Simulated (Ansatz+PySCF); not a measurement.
**quartet CrN: levels of theory in one basis**

| atom | x (Å) | y (Å) | z (Å) |
| --- | --- | --- | --- |
| Cr | 0.0000 | 0.0000 | 0.0000 |
| N | 0.0000 | 0.0000 | 1.5630 |

Basis set: def2-SVP (spherical functions). Correlated methods keep 6 orbitals frozen. Correlation on ROHF uses semicanonical orbitals with singles. Charge 0, multiplicity 4.

Computed with Ansatz (development build ahead of 0.2.0); each method stands on the lowest determinant of its kind that the runs found.

```csv
method,E − E(ROHF) (eV),<S²> of the determinant
ROHF,0.00,3.75
UHF,-3.63,5.47
ROHF-MP2,-15.85,–
```

**Question.** What does UHF-MP2 give on the same scale?

**Answer.** -13.80 eV.

**Question.** Is a single determinant a sound starting point here?

**Answer.** It is doubtful. Unrestricted orbitals lower Hartree–Fock by 3.63 eV and <S²> is 5.47 where a pure state has 3.75, a sign of strong static correlation.

Caution: another spin multiplicity may lie lower. Caution for ROHF, ROHF-MP2: an unrestricted determinant lies well below. Caution for UHF, UHF-MP2: the unrestricted determinant is a mixture of spin states.
